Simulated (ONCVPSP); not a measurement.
Plane-wave convergence, ONCV potential for P (Z = 15)

* Element: P (Z = 15)
* Generator: ONCVPSP 4.0.1
* Type: optimised norm-conserving Vanderbilt (ONCV)
* Functional: PBEsol
* Relativity: fully relativistic
* Frozen core: [He]
* Valence charge: 13
* Reference configuration: 2s2 2p6 3s2 3p2.5 (charge +0.5)
* Partial waves: 2s+3s: rc 0.70 bohr, ncon 3, nbas 7, qcut 17.7 1/bohr, 2 projectors; 2p+3p: rc 1.05 bohr, ncon 3, nbas 7, qcut 14 1/bohr, 3 projectors, debl 3.2 Ha; d scattering state at 0.02 Ha: rc 0.70 bohr, ncon 4, nbas 8, qcut 13.1 1/bohr, local
* Local potential: the d channel
* Core correction: none

Open shells are filled in proportion to 2j + 1.

For each optimised wave give the share of its norm inside rc, the residual kinetic energy above qcut (Ha) and the cutoffs (Ha) for errors of 10, 1, 0.1 and 0.01 mHa per electron.

```
               wave  norm inside rc  residual KE  10 mHa  1 mHa  0.1 mHa  0.01 mHa
                 2s           0.813      1.0e-06    75.1  103.2    123.5     139.9
                 3s           0.041      4.3e-07    27.6   85.1    113.8     134.0
           2p j=3/2           0.971      2.1e-06    63.8   75.3     84.3      92.3
           3p j=3/2           0.060      1.6e-06    55.4   70.4     82.0      91.2
p projector 3 j=3/2           0.060      6.0e-06    59.5   74.8     86.5      96.1
           2p j=1/2           0.971      2.2e-06    63.9   75.3     84.4      92.4
           3p j=1/2           0.060      1.6e-06    55.5   70.5     82.1      91.4
p projector 3 j=1/2           0.060      6.2e-06    59.6   75.0     86.6      96.2
d projector 1 j=5/2           0.003      1.4e-05    12.2   34.4     62.8      90.5
d projector 1 j=3/2           0.003      1.4e-05    12.3   34.5     62.9      90.6
```

The occupied waves need 103 Ha and 123 Ha for 1 and 0.1 mHa. Rows with under 1 % of the norm inside rc give no meaningful cutoff.
